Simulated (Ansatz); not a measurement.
Ansatz (a quantum-chemistry and plane-wave program) input (MP2/3-21G): The .json file is the Basis Set Exchange's 3-21G.

Ansatz 0.2 input:
```yaml
crystal:
  periodic: [false, false, false]
  atoms:
    - {symbol: N, position_ang: [1.62579700, -0.28851100, 0.23095700]}
    - {symbol: Si, position_ang: [-0.00791800, 0.00083800, -0.00231300]}
    - {symbol: F, position_ang: [-0.60829900, -0.50866600, -1.37688800]}
    - {symbol: F, position_ang: [-0.84195300, -0.72707800, 1.12503800]}
    - {symbol: F, position_ang: [-0.28170600, 1.55651200, 0.03389400]}
    - {symbol: H, position_ang: [1.97770500, -1.17829500, 0.54164000]}
    - {symbol: H, position_ang: [2.34019600, 0.29923400, -0.16435200]}
basis:
  gaussian:
    orbitals: 3-21G.json
magnetization: {spin_polarized: false}
correlation: {method: mp2, electrons: outside_noble_gas}
```

Output:

```
Functional definition: HF
integrals: 0.01 GiB planned
570 factors; integrals over basis functions are off by at most 8.4e-4 eV
mean field: 0.16 GiB planned
mean field evaluation 1: about -17403.1493 eV, gradient 4.1e1 eV
mean field evaluation 2: about -17403.3618 eV, gradient 4.2e1 eV
mean field evaluation 4: about -17406.1368 eV, gradient 1.5e0 eV
mean field evaluation 8: about -17406.1653 eV, gradient 1.3e-1 eV
mean field -17406.16536780 eV, -639.6647789440 hartree, gradient 2.4e-6 eV, S^2 0.000000; 0 other end points of the search recorded, 0 dependent functions left out
9 core orbitals not correlated
reference -17406.16536780 eV, -639.6647789440 hartree; 16, 16 occupied and 28, 28 virtual orbitals, 570 factors
second order -13.59516402 eV of doubles, -0.00000000 eV of singles
Total energy: -17419.76053182 eV, -640.1643920067 hartree
```

The geometry given is a B3LYP-D3(BJ)/def2-TZVP minimum.
